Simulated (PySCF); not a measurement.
Isomers of C3H13PSi3, one conformer each; single-point electronic energies without zero-point terms and without any empirical dispersion term.

Level: PBE0/pcSseg-1 in PySCF, non-relativistic, each on one gas-phase PBE0-D3(BJ)/def2-SVP geometry that isn't relaxed in the solvent. The solvent is an IEF-PCM continuum (cavity from Bondi-type radii × 1.2). Specific hydrogen bonds and non-electrostatic terms are outside this model.

| isomer | relative energy, gas (kcal/mol) | dipole (D) |
| --- | --- | --- |
| `P[SiH]1C[SiH2]C[SiH2]C1` | 0.0 | 1.77 |
| `[SiH2](CC=C)P([SiH3])[SiH3]` | 37.9 | 0.75 |

Question: How do the relative energies look in benzene (ε = 2.271)?

Answer: 
| isomer | relative energy, solvent (kcal/mol) | E(solvent) − E(gas) (kcal/mol) | dipole in solvent (D) |
| --- | --- | --- | --- |
| `P[SiH]1C[SiH2]C[SiH2]C1` | 0.0 | -1.3 | 2.10 |
| `[SiH2](CC=C)P([SiH3])[SiH3]` | 38.1 | -1.1 | 0.84 |

The order is unchanged. Conformers: `[PH2:1][SiH:2]1[CH2:3][SiH2:4][CH2:5][SiH2:6][CH2:7]1` with H–P1–Si2–C3 76° and 170°, P1–Si2–C3–Si4 62°, Si2–C3–Si4–C5 54°, C3–Si4–C5–Si6 -53°, Si4–C5–Si6–C7 54°; `[CH2:1]=[CH:2][CH2:3][SiH2:4][P:5]([SiH3:6])[SiH3:7]` with C1–C2–C3–Si4 -105°, C2–C3–Si4–P5 -174°, C3–Si4–P5–Si6 -74°. `P[SiH]1C[SiH2]C[SiH2]C1` gains most from the continuum, and it has the largest gas-phase dipole. The gains span 0.2 kcal/mol, the gas-phase energies 37.9 kcal/mol.
